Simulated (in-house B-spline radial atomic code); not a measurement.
The numbers below are computed, except where a source is named.
# Weak and strong correlation along the adiabatic connection

Two-electron singlets in several external potentials (atomic units), by full CI in B-splines with partial waves to l = 8 (correlation energies up to 0.6 % small). The repulsion is scaled by λ at fixed density; W(λ) is the mean repulsion less the Hartree energy, W(0) = E_x, and the area under W from 0 to 1 is E_xc.

Relative drop (W(λ) − E_x)/E_x:

```csv
system,λ = 0.12,λ = 0.25,λ = 0.4,λ = 0.6,λ = 0.8,λ = 1
"−V exp(−r²/w²), V = 3.01, w = 2.17",0.0165,0.0329,0.0502,0.0708,0.0890,0.1052
"−Z/r, Z = 10",0.0018,0.0038,0.0061,0.0091,0.0120,0.0149
"−V exp(−r²/w²), V = 3.17, w = 4.38",0.0219,0.0431,0.0647,0.0897,0.1110,0.1294
"−V exp(−r²/w²), V = 2.11, w = 7.48",0.0318,0.0610,0.0893,0.1201,0.1449,0.1652
"ω²r²/2 − Z/r, ω = 0.779, Z = 2",0.0090,0.0182,0.0284,0.0411,0.0530,0.0641
"−Z/r, Z = 1.24, wall at 0.745 bohr",0.0049,0.0101,0.0160,0.0235,0.0308,0.0377
"empty sphere, radius 4.85 bohr",0.0378,0.0718,0.1038,0.1376,0.1639,0.1849
```

Problem. Order the systems by how far second-order (GL2) theory, half the initial slope (estimated from the first points of each curve), overshoots the correlation energy, least first.
A. −V exp(−r²/w²), V = 2.11, w = 7.48
B. ω²r²/2 − Z/r, ω = 0.779, Z = 2
C. −Z/r, Z = 10
D. −Z/r, Z = 1.24, wall at 0.745 bohr
E. −V exp(−r²/w²), V = 3.17, w = 4.38
F. empty sphere, radius 4.85 bohr
G. −V exp(−r²/w²), V = 3.01, w = 2.17

Solution. C (GL2/E_c = 1.03), D (GL2/E_c = 1.07), B (GL2/E_c = 1.13), G (GL2/E_c = 1.23), E (GL2/E_c = 1.31), A (GL2/E_c = 1.46), F (GL2/E_c = 1.53).

Problem. What else changes along this order?

Solution. The ratio follows the bend of the curve. With it the leading natural occupation goes from 2.000 to 1.887 and −T_c/E_c from 0.98 to 0.65 between the first and the last.
